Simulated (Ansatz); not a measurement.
Results of the Gaussian-basis code of Ansatz.

A structure relaxed at PBE0-D4/def2-TZVP, charge 0, multiplicity 1:

```xyz
13

B    -1.146    1.131    0.582
C    -0.014    0.568   -0.291
Si   -0.591   -1.025   -1.132
Si    1.403    0.017    0.782
F     1.769    1.151    1.854
H    -1.632    2.202    0.365
H    -1.560    0.484    1.504
H     0.341    1.250   -1.070
H    -1.488   -1.794   -0.234
H     0.587   -1.873   -1.467
H    -1.307   -0.692   -2.389
H     2.614   -0.215   -0.039
H     1.024   -1.203    1.535
```

(1) Give its formula and SMILES.

(2) Point group (tolerance 0.08 Å, 0.16 Å for H)?

(3) Summarise the bond lengths by kind.

Results:

(1) CH8BFSi2, `BC([SiH3])[SiH2]F`.

(2) C1.

(3) 1 × B–C 1.536 Å; 2 × B–H 1.196 to 1.199 Å; 2 × C–Si 1.861 to 1.892 Å; 1 × C–H 1.095 Å; 5 × H–Si 1.482 to 1.490 Å; 1 × F–Si 1.603 Å.
